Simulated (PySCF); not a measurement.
Tc⁺: excitation energy

Tc⁺ [Kr] 4d5 5s1 (7S) → Tc⁺ [Kr] 4d4 5s1 5p1 (high-spin determinant), as a difference of total energies. Calculation: PySCF 2.14, in aug-cc-pVDZ-PP with ECP28MDF; scalar relativity through the core potential. Correlated levels: valence: 4s2 4p6 frozen. The calculations carry no spin-orbit coupling.

```csv
method,excitation energy (cm⁻¹)
UHF,66078
LDA,71280
PBE,71052
PBE0,70881
r2SCAN,71376
HSE06,70777
B2PLYP,69909
BLYP,69988
M06-2X,69291
MP2 (valence),69649
SCS-MP2 (valence),67268
```

The determinant of the upper state mixes LS terms, which raises its energy above the lowest term, most at the Hartree-Fock and MP2 levels.
